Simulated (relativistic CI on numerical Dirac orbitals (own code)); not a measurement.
# d1 to d9 in one octahedral field

Computed with a parametric ligand-field model without spin-orbit coupling, by exact diagonalisation: B = 520, C = 2310, 10Dq = 27300 cm⁻¹ (Oh; |10Dq|/B = 52.5) for every shell. Energies in cm⁻¹; the field energy is (0.6 n_e − 0.4 n_t2) × 10Dq of the ground term; g labels are left out. So small a B with so large a field is typical of 4d and 5d ions, where spin-orbit coupling, left out here, reaches 1,000 to 4,000 cm⁻¹.

| Shell | Ground term | Electrons in e | Field energy | First spin-allowed bands | Lowest term of other spin |
| --- | --- | --- | --- | --- | --- |
| d1 | 2T2 | 0.000 | -10920 | 2E 27300 |  |
| d2 | 3T1 | 0.009 | -21587 | 3T2 26042, 3T1 32583 | 1T2 7921 |
| d3 | 4A2 | 0.000 | -32760 | 4T2 27300, 4T1 33118 | 2E 11049 |
| d4 | 3T1 | 0.015 | -43259 | 3E 25072, 3T1 25656 | 1T2 6838 |
| d5 | 2T2 | 0.029 | -53805 | 2A2 24329, 2T1 24510 | 4T1 16327 |
| d6 | 1A1 | 0.023 | -64897 | 1T1 25603, 1T2 33019 | 3T1 20740 |
| d7 | ? | ? | ? | ? | ? |
| d8 | 3A2 | 2.000 | -32760 | 3T2 27300, 3T1 33118 | 1E 8721 |
| d9 | 2E | 3.000 | -16380 | 2T2 27300 |  |

Fill in the row of d7.

Ground term: 2E; Electrons in e: 1.015; Field energy: -48726; First spin-allowed bands: 2T1 25475, 2T2 26059; Lowest term of other spin: 4T1 16208. Low spin: d4, d5, d6, d7; the other shells keep the spin of the free ion. Only d4 to d7 can choose; the field needed to pair spins is smallest for d6 and largest for d5, which loses most exchange energy. In the strong-field picture 10Dq must exceed about 6B + 5C = 14670 (d4), 7.5B + 5C = 15450 (d5), 2.5B + 4C = 10540 (d6) and 4B + 4C = 11320 (d7); mixing of terms shifts these bounds somewhat.
